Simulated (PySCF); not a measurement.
Species: C₃H₁₁PSi₂.
SMILES: `[SiH3]P1[C@@H]([C@H]1C)[SiH3]`

Computed with TDDFT PBE0/def2-SVPD, vertical, gas phase, core orbitals frozen in the response (PySCF). Geometry: GFN2-xTB; no solvent, vibrations or thermal averaging.

Task: Predict the UV-vis stick spectrum at this level.

Result: 

```
state  E (eV)  λ (nm)      f  |μ| (D)  main configurations (H = HOMO, L = LUMO)
   S1    5.25   236.4  0.013     0.82                                 H→L (98%)
   S2    5.98   207.4  0.046     1.43                  H→L+1 (80%), H-1→L (16%)
   S3    6.22   199.5  0.079     1.83                H-1→L+1 (46%), H-1→L (37%)
   S4    6.33   196.0  0.064     1.63                H-1→L+1 (48%), H-1→L (29%)
   S5    6.50   190.8  0.020     0.91                  H→L+3 (59%), H→L+2 (32%)
   S6    6.64   186.7  0.061     1.55                  H→L+2 (50%), H→L+3 (35%)
   S7    6.73   184.3  0.027     1.03                   H-2→L (73%), H→L+2 (9%)
   S8    6.89   179.8  0.103     1.99                               H→L+4 (75%)
```

Triplets, Tamm–Dancoff:

| state | E (eV) | λ (nm) | main configurations (H = HOMO, L = LUMO) |
| --- | --- | --- | --- |
| T1 | 4.60 | 269.5 | H→L (94%) |
| T2 | 4.93 | 251.5 | H-1→L (80%), H→L+1 (10%) |
| T3 | 5.11 | 242.5 | H→L+1 (75%), H-1→L (12%) |

The lowest singlet lies at 5.25 eV (236 nm, ultraviolet) and is weak; its leading configuration is HOMO→LUMO (98%). The strongest level in the table is S8 at 6.89 eV (180 nm, f = 0.103). It is the last of those listed, so stronger ones may follow. Löwdin shares by element: HOMO phosphorus 56%, carbon 18% or more, silicon 14% or more; LUMO phosphorus 33%, carbon 24% or more, silicon 21% or more (atoms not listed hold the other 22%). The listed states span 1.65 eV, and the widest gap between neighbours is 0.73 eV (S1 to S2). The oscillator strengths of these states sum to 0.414; summed over the whole spectrum of an exact calculation they would give the number of electrons, 72 (Thomas–Reiche–Kuhn). Orbital energies (eV): HOMO-3 -9.44, HOMO-2 -8.34, HOMO-1 -7.54, HOMO -7.00, LUMO -0.36, LUMO+1 0.02, LUMO+2 0.53. Only the lowest 8 singlets were computed, as vertical energies without vibronic structure.
